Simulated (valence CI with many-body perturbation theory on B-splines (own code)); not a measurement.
**Level structure of Br14+**

Calculated by valence CI with perturbative core correlation (CI+MBPT): three valence electrons over a frozen Dirac-Fock core [Ar], radial functions for each j: 7 s, 7 p, 8 d, 6 f, 4 g, 1 h, with the one-electron correlation potential Σ1 (screened to all orders), the two-electron term Σ2, the three-electron term Σ3, Breit, model QED; selected single and double excitations, second order for the rest, scaled by the run's own slope (own B-spline code, finite nucleus).

No measured spectrum was set against this ion. As an estimate, terms of the open shell hold to 2 to 4 % of their energy, and close levels can change places. The list stops below the first excitations out of the core. Only levels of the ground parity were solved; by the run's estimate the other parity begins above the list, which can be wrong where configurations are misplaced.

Levels 1 to 19 of 19, with energies above the lowest level, 3d³ ⁴F_3/2. "Leading %" is the weight of the configuration and term that name the level; weights of strongly mixed levels are sums over their largest components and can fall short. In the jj column 3d3/2^4 stands for four electrons in 3d with j = 3/2.

```
No.  Configuration  Term     J  E (cm⁻¹)  Leading %  Second component             Leading jj
  1            3d³    ⁴F   3/2       0.0         97                           3d3/2^3 (48 %)
  2            3d³    ⁴F   5/2      4858         99                     3d3/2^2 3d5/2 (82 %)
  3            3d³    ⁴F   7/2     10454         99                     3d3/2 3d5/2^2 (70 %)
  4            3d³    ⁴F   9/2     16246         96        4 % 3d³ ²G   3d3/2 3d5/2^2 (51 %)
  5            3d³    ⁴P   3/2     40629         74       20 % 3d³ ²P   3d3/2^2 3d5/2 (63 %)
  6            3d³    ⁴P   1/2     41473         90       10 % 3d³ ²P   3d3/2^2 3d5/2 (82 %)
  7            3d³    ²G   7/2     46968         98                     3d3/2 3d5/2^2 (52 %)
  8            3d³    ⁴P   5/2     49104         97                     3d3/2 3d5/2^2 (65 %)
  9            3d³    ²G   9/2     49949         68       28 % 3d³ ²H   3d3/2^2 3d5/2 (72 %)
 10            3d³    ²D   3/2     58121         55       22 % 3d³ ²P   3d3/2 3d5/2^2 (77 %)
 11            3d³    ²P   1/2     61503         90       10 % 3d³ ⁴P   3d3/2 3d5/2^2 (82 %)
 12            3d³    ²H   9/2     67045         72       28 % 3d³ ²G   3d3/2 3d5/2^2 (48 %)
 13            3d³    ²H  11/2     67132        100                    3d3/2 3d5/2^2 (100 %)
 14            3d³    ²D   5/2     69665         96                     3d3/2 3d5/2^2 (57 %)
 15            3d³    ²P   3/2     74847         58       37 % 3d³ ²D         3d5/2^3 (85 %)
 16            3d³    ²F   7/2     99892         99                     3d3/2 3d5/2^2 (78 %)
 17            3d³    ²F   5/2    101800         98                     3d3/2 3d5/2^2 (50 %)
 18            3d³    ²D   5/2    153620         97                     3d3/2^2 3d5/2 (43 %)
 19            3d³    ²D   3/2    155390        100                     3d3/2 3d5/2^2 (88 %)
```

Names give the largest LS component (configuration and term), which can be under half, so a name can repeat, a term be missing and a line seem to break the LS rules; names also repeat where a configuration has a term twice.

The ionisation energy to 3d² ³F2 of the next ion comes out as 482.26 eV (NIST: 481 ± 3 eV (theoretical)). All 19 levels together are meant to be complete up to 617040 cm⁻¹.
